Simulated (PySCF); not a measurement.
# UHF on Ta⁻ (tantalum, charge -1)

Configuration: [Xe] 4f14 5d4 6s2, high-spin 5D determinant. Calculation: PySCF 2.14, in def2-QZVPPD with the def2 core potential (60 electrons); scalar relativity through the core potential.

| Quantity | Value |
| --- | --- |
| Total energy | -56.267008 hartree |
| One-electron energy | -97.9414 hartree |
| Hartree (Coulomb) energy | 47.9656 hartree |
| Exchange energy | -6.2913 hartree |
| ⟨S²⟩ | 6.1289 |
| ⟨L²⟩ | 6.049 |
| Sum of ⟨r⟩ | 28.55 bohr |
| Sum of ⟨r²⟩ | 87.14 bohr² |
| Traceless quadrupole moment −½Σ⟨3z² − r²⟩ along its main axis | -0.957 e·bohr² |

| shell | electrons | mean orbital energy (eV) | spread (eV) | rms radius, mean of both spins (bohr) |
| --- | --- | --- | --- | --- |
| 5s α | 1 | -79.091 | 0 | 1.20 |
| 5s β | 1 | -75.897 | 0 | 1.20 |
| 5p α | 3 | -41.543 | 0.571 | 1.42 |
| 5p β | 3 | -36.534 | 0.976 | 1.42 |
| 6s α | 1 | -2.064 | 0 | 4.74 |
| 5d α | 4 | -1.532 | 0.982 | 2.61 |
| 6s β | 1 | 0.325 | 0 | 4.74 |

Energies and moments cover only the electrons outside the core potential. Spin-orbit coupling, absent here, splits the open shell strongly. ⟨S²⟩ = 6.13 against 6.00 shows spin contamination. At UHF the highest occupied level has a positive energy, so only the finite basis holds that electron.
